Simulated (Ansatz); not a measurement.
`[SiH3]N([SiH3])BCl` and `FBN([SiH3])[SiH3]` differ in one element.

Ansatz, PBE0-D4/def2-TZVP geometries, multiplicity 1. Each molecule was computed in one conformer, which needn't be the lowest.

```
                                        property  `[SiH3]N([SiH3])BCl`
              HOMO energy (PBE0/def2-TZVPP) / eV                 -8.43
              LUMO energy (PBE0/def2-TZVPP) / eV                 -0.58
           HOMO–LUMO gap (B3LYP/def2-TZVPP) / eV                  7.44
             LUMO energy (B3LYP/def2-TZVPP) / eV                 -0.77
size of the dipole moment (B3LYP/def2-TZVPP) / D                  1.44
            HOMO–LUMO gap (PBE0/def2-TZVPP) / eV                  7.86
```

(1) What does the change do to each property? (An estimate is asked.)

Answers

(1) Computed: 
| property | `FBN([SiH3])[SiH3]` | shift |
| --- | --- | --- |
| HOMO energy (PBE0/def2-TZVPP) / eV | -8.43 | 0.00 |
| LUMO energy (PBE0/def2-TZVPP) / eV | -0.07 | 0.51 |
| HOMO–LUMO gap (B3LYP/def2-TZVPP) / eV | 7.91 | 0.47 |
| LUMO energy (B3LYP/def2-TZVPP) / eV | -0.29 | 0.48 |
| size of the dipole moment (B3LYP/def2-TZVPP) / D | 1.27 | -0.17 |
| HOMO–LUMO gap (PBE0/def2-TZVPP) / eV | 8.36 | 0.50 |

Dipoles are sizes alone; their direction can turn.

Positive LUMOs are unbound, so they and the gaps depend on the basis.

B3LYP here is the variant with VWN-RPA as its local correlation; programs differ in this.
